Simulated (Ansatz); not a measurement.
ClH$_{3}$S$_{3}$Zr (`[SH][Zr]([SH])([SH])[Cl]`). Total charge 0; spin multiplicity 1. Zr takes the def2 core potential.

Z-matrix (Å, degrees):
```
Zr
S 1 2.426
S 1 2.417 2 109.2
S 1 2.419 2 108.1 3 113.4
Cl 1 2.330 2 110.7 3 -123.9
H 2 1.349 1 89.5 3 -94.1
H 3 1.349 1 89.8 2 14.3
H 4 1.350 1 90.0 2 73.8
```

List the harmonic frequencies (cm⁻¹, unscaled) at PBE0-D4/def2-TZVP in Ansatz. (Best estimate.)

Ansatz gave: 82, 85, 90, 103, 105, 160, 164, 252, 349, 352, 377, 413, 467, 477, 513, 2664, 2681, 2682.

Is this a minimum?

Yes, all 18 modes are real.

Give the ideal-gas thermochemistry at 298.15 K and 1 bar (rigid rotor, harmonic oscillator; point group C1, symmetry number 1).

Zero-point energy 71.9 kJ/mol; H(298) − E = 101.6 kJ/mol; entropy 433.5 J/(mol·K), of which translation 176.5, rotation 126.5, vibration 130.5; G(298) − E = -27.7 kJ/mol. Modes under 100 cm⁻¹ are hindered rotations or soft bends, so the harmonic entropy is rough.
